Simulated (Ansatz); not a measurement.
Species: sum formula BBr2Cl (charge 0, singlet). 
Geometry from a B3LYP-D3(BJ)/def2-TZVP (Ansatz, a first-principles code) optimisation:
SMILES: ClB(Br)Br
```xyz
4

B     -0.0158     0.4056    -0.0030
Cl    -0.0835     2.1438    -0.0159
Br     1.6738    -0.4853    -0.0090
Br    -1.6310    -0.6139     0.0171
```
Charge 0, spin multiplicity 1.

Total electronic energies in hartree. Correlated levels leave the core frozen unless marked. Spin-orbit coupling is left out. Frozen are the shells of the preceding noble gas and the d and f shells that filled before the atom's block. Non-relativistic. CBS(X,Y): correlation extrapolated as X^-3; Hartree-Fock from the larger set.

```csv
level,program,energy (Eh)
HF/STO-3G,Ansatz,-5568.40804
HF/def2-QZVPPD,Ansatz,-5629.25845
PBE-D4/def2-TZVPD,Ansatz + dftd4,-5632.50261
revPBE-D4/def2-TZVPD,Ansatz + dftd4,-5632.97555
PBE0/def2-TZVP,Ansatz,-5632.71400
PBE0/def2-QZVPP,Ansatz,-5632.83344
BHLYP-D3(BJ)/def2-TZVPD,Ansatz + dftd3,-5633.47199
MP2/6-31G*,Ansatz,-5628.92858
MP2/def2-SVP,Ansatz,-5628.79022
RI-MP2/def2-TZVPPD,Ansatz,-5629.75678
SCS-MP2/def2-SVP,Ansatz,-5628.77228
CCSD/STO-3G,Ansatz,-5568.48589
CCSD/6-31G*,Ansatz,-5628.96022
CCSD(T)/def2-TZVPP,Ansatz,-5629.82321
"CCSD(T)/CBS(def2-TZVPPD,def2-QZVPPD)",Ansatz,-5630.0405
```

Totals of different functionals don't rank their quality; only differences between species are comparable.
